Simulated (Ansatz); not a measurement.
CH₃BOSe (`[SeH]C1BO1`), relaxed with RKS PBE0-D4/def2-TZVP in Ansatz from a PBE-D4/def2-SVP geometry. The force threshold is 0.005 eV/Å; the program also tests the step.

Total charge 0; spin multiplicity 1.

Start:

```xyz
7

Se    0.253    1.632    1.044
C    -0.294   -0.147    0.553
B    -0.010   -0.833   -0.778
O    -1.228   -0.291   -0.673
H     1.342    1.737    0.034
H    -0.706   -0.682    1.426
H     0.643   -1.416   -1.606
```

```csv
step,energy (eV),largest force (eV/Å),largest move (Å)
1,-69147.5270,0.862,0.000
2,-69147.5561,0.458,0.021
3,-69147.5618,0.144,0.016
4,-69147.5629,0.074,0.011
5 (rejected),-69147.5627,0.071,0.011
6,-69147.5632,0.007,0.005
7,-69147.5632,0.004,0.001
```

End:

```xyz
7

Se    0.246    1.620    1.021
C    -0.303   -0.147    0.542
B    -0.005   -0.826   -0.770
O    -1.213   -0.290   -0.651
H     1.336    1.715    0.041
H    -0.693   -0.678    1.404
H     0.633   -1.395   -1.588
```

It took 33 s on 2 threads of an Arm Neoverse V1 on a shared host, with 0.35 GiB of host memory at the peak.
